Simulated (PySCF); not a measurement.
A GIAO shielding run with PySCF (density fitting, non-relativistic, gas phase) on SMILES C=C[C@@H]1C[Si@H](C#N)O[SiH2]1, C5H9NOSi2:

```
{"job": {"kind": "nmr", "xc": "PBE0", "basis": "pcSseg-1"}, "charge": 0, "multiplicity": 1}
C     -3.031128     0.613259     0.266828
C     -1.820532     0.615130    -0.263006
C     -0.629004    -0.047067     0.332052
C      0.595889     0.890251     0.377353
Si     2.144615    -0.214822     0.466115
C      3.503915     0.433794    -0.636929
N      4.342699     0.860008    -1.289168
O      1.531592    -1.563722    -0.228167
Si    -0.070195    -1.643442    -0.589823
H     -3.235295     0.127586     1.207389
H     -3.868543     1.088076    -0.215205
H     -1.646394     1.112664    -1.209206
H     -0.873960    -0.339802     1.359810
H      0.499162     1.602041     1.197466
H      0.624702     1.483050    -0.541830
H      2.680752    -0.574820     1.772288
H     -0.199012    -1.566101    -2.038892
H     -0.558021    -2.869765     0.021267
```

Hardware: 1 thread of an x86-64 server CPU, shared host. The job also computes population analyses, field gradients, ring-centre shieldings.

Q: How large is the calculation?

A: 82 electrons, 212 basis functions and 1140 auxiliary functions.

Q: How long does it take?

A: 42 s of wall time, with 14 SCF cycles and 5 response iterations. Times on a shared host scatter by some tens of per cent.
